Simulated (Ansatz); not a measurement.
`C/N=C\N` and `N/C=N/[SiH3]` differ in one atom or group (the configuration at the double bond changes too).

Ansatz, PBE0-D4/def2-TZVP geometries, multiplicity 1. Each molecule was computed in one conformer, which needn't be the lowest.

| property | `C/N=C\N` |
| --- | --- |
| size of the dipole moment (ωB97M-V/def2-TZVPP) / D | 3.22 |
| LUMO energy (B3LYP/def2-TZVPP) / eV | 0.48 |
| size of the dipole moment (B3LYP/def2-TZVPP) / D | 3.21 |
| HOMO energy (PBE/def2-TZVPP) / eV | -5.46 |
| HOMO–LUMO gap (ωB97M-V/def2-TZVPP) / eV | 11.31 |
| HOMO energy (PBE0/def2-TZVPP) / eV | -6.79 |

Give the same properties after the change, and the shifts. (Estimate.)

The calculation gave: 
| property | `N/C=N/[SiH3]` | shift |
| --- | --- | --- |
| size of the dipole moment (ωB97M-V/def2-TZVPP) / D | 3.55 | 0.33 |
| LUMO energy (B3LYP/def2-TZVPP) / eV | 0.14 | -0.34 |
| size of the dipole moment (B3LYP/def2-TZVPP) / D | 3.50 | 0.29 |
| HOMO energy (PBE/def2-TZVPP) / eV | -5.73 | -0.27 |
| HOMO–LUMO gap (ωB97M-V/def2-TZVPP) / eV | 11.69 | 0.38 |
| HOMO energy (PBE0/def2-TZVPP) / eV | -7.12 | -0.33 |

With PBE0 the HOMO falls by 0.33 eV and the LUMO falls by 0.44 eV, so the gap narrows by about 0.11 eV. PBE moves the HOMO by -0.27 eV and ωB97M-V by -0.34 eV. Dipoles are sizes alone; their direction can turn.

B3LYP here is the variant with VWN-RPA as its local correlation; programs differ in this.
